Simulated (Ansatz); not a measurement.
Consider the cleavage of the Si–B bond: `CCB(C)[SiH3]` + `N=CS` → `[SiH3]/N=C\S` + `CBCC`.

Program: Ansatz. Geometries: PBE0-D4/def2-TZVP. ΔE: electronic, gas phase. CBS: MP2 limit from def2 TZ/QZ plus the TZ coupled-cluster correction, frozen cores. This one scheme is used for every species. One conformer a species, not always the lowest.

```csv
species,HF/CBS(def2) energy (Eh)
`CCB(C)[SiH3]`,-433.69369
`N=CS`,-491.63956
`[SiH3]/N=C\S`,-781.77375
`CBCC`,-143.58730
```

(1) Work out ΔE.

Largest T1 diagnostic among the species: 0.015.

Answers

(1) ΔE = (-781.77375) + (-143.58730) − (-433.69369) − (-491.63956) = -0.02780 Eh = -0.76 eV. CCSD(T)/CBS gives -0.59 eV.

In def2-TZVPP, CCSD(T) changes the Hartree–Fock value by +0.17 eV (the triples alone add +0.01 eV) and MP2 by +0.08 eV.
